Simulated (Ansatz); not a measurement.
(HCd-mu-Cl)2 (Cd2H2Cl2). Charge 0, multiplicity 3. Geometry PBE-D4/def2-SVP, that of the neutral singlet; atoms count from 1.

```xyz
6

Cd    1.300   -1.103   -0.739
H     2.478   -2.095   -1.405
Cl    0.461   -0.526    1.596
Cd   -1.301    1.102    0.738
H    -2.470    2.103    1.406
Cl   -0.468    0.518   -1.598
```

In the def2 sets Cd takes a core potential; there is no spin–orbit coupling. At PBE0-D4/def2-TZVP a singlet of charge 0 lies 5.31 eV below the triplet at the same geometry.

Q: Estimate the Mulliken populations from the PBE0/def2-TZVP orbitals of Ansatz.

A: 
```tsv
atom	charge (e)	spin (α − β)	d electrons
Cd1	0.25	0.95	9.97
H2	0.06	0.76	–
Cl3	-0.41	0.13	–
Cd4	0.62	-0.03	9.99
H5	-0.11	0.06	–
Cl6	-0.41	0.13	–
```
Mulliken values and Mayer orders depend strongly on the basis.

Q: Where does the spin sit?

A: Summed by element: Cd 0.92, H 0.83, Cl 0.25, of 2 unpaired in all. Largest on single atoms: Cd1 0.95, H2 0.76, Cl3 0.13.

Q: And the Mayer bond orders between bonded heavy atoms (over 0.3)?

A: Cd1–Cl3 0.40 (2.55 Å); Cd1–Cl6 0.40 (2.55 Å); Cl3–Cd4 0.46 (2.55 Å); Cd4–Cl6 0.46 (2.55 Å).
